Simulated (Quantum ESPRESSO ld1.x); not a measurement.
Problem. These are the eigenvalues of the occupied orbitals of an atom or ion with whole-number occupations (Ry). Calculated with ld1.x of Quantum ESPRESSO 7.5: scalar-relativistic Kohn-Sham, LDA (Slater exchange, VWN5 correlation), spin-unpolarised, spherical densities, point nucleus.

| orbital | eigenvalue |
|---|---|
| 1s | -4811.81 |
| 2s | -837.169 |
| 2p | -737.468 |
| 3s | -203.792 |
| 3p | -174.007 |
| 3d | -138.703 |
| 4s | -54.3025 |
| 4p | -44.4747 |
| 4d | -31.7576 |
| 5s | -19.6529 |
| 4f | -17.5322 |

Which element is it, and in what charge state? The configuration may be excited.

Solution. Z = 72, hafnium, charge +12: Hf12+ in [Kr] 4d10 4f12 5s2. The list shows which subshells hold electrons but not how many an open one holds; the 1s level, -2405.9 hartree, gives Z - s = 69.4 by -(Z - s)^2/2, which with screening and relativity narrows Z to a few neighbours, and the depths of the outer levels then fix element, charge and occupations together.
